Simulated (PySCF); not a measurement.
Compound: C5H10GeSi.
InChI=1S/C5H10GeSi/c1-2-4-7-5-3-6/h2H,1,4,7H2,6H3

Computed with PySCF at B3LYP/def2-SVPD, non-relativistic, on one gas-phase PBE0-D3(BJ)/def2-SVP geometry that isn't relaxed in the solvent. The solvent is an IEF-PCM continuum (van der Waals radii × 1.2), and excitations are vertical TDDFT with non-equilibrium linear response and a frozen core. Specific hydrogen bonds and non-electrostatic terms are outside this model. Spin–orbit coupling is left out although an atom past zinc is present.

Gas-phase singlets (H = HOMO, L = LUMO):

```tsv
state	E (eV)	λ (nm)	f	leading configurations
S1	5.494	226	0.007	H→L+1 42%, H-2→L+1 22%, H-1→L 15%
S2	5.559	223	0.030	H→L 66%, H→L+1 13%, H-1→L+1 11%
S3	5.651	219	0.006	H-1→L 65%, H→L+1 17%, H-1→L+1 10%
S4	5.849	212	0.016	H-2→L 37%, H-1→L+1 32%, H→L 16%
S5	5.925	209	0.008	H-2→L+1 56%, H→L+1 21%, H-2→L 9%
```

Give the list for acetone (ε = 20.49), n² = 1.85.

```csv
state,E (eV),λ (nm),f,leading configurations,change by rank (eV)
S1,5.490,226,0.016,"H→L+1 47%, H→L 22%, H-2→L+1 14%",-0.004
S2,5.544,224,0.049,"H→L 59%, H→L+1 28%",-0.015
S3,5.697,218,0.006,"H-1→L 62%, H-1→L+1 23%",+0.046
S4,5.883,211,0.018,"H-1→L+1 30%, H-2→L 30%, H-2→L+1 14%",+0.034
S5,5.936,209,0.010,"H-2→L+1 51%, H-2→L 21%, H→L+1 12%",+0.011
```

How do the frontier levels move from gas to acetone?

| orbital | gas (eV) | solvent (eV) | change (eV) |
| --- | --- | --- | --- |
| LUMO+2 | -0.15 | -0.11 | +0.04 |
| LUMO+1 | -0.64 | -0.65 | -0.01 |
| LUMO | -0.68 | -0.68 | 0.00 |
| HOMO | -6.98 | -6.96 | +0.02 |
| HOMO-1 | -7.75 | -7.82 | -0.07 |
| HOMO-2 | -7.85 | -7.91 | -0.06 |
| HOMO-3 | -9.44 | -9.37 | +0.07 |

The HOMO–LUMO gap goes from 6.30 to 6.28 eV.

Shape of the structure used: `[CH2:1]=[CH:2][CH2:3][SiH2:4][C:5]#[C:6][GeH3:7]`: C1–C2–C3–Si4 110°, C2–C3–Si4–C5 55°.
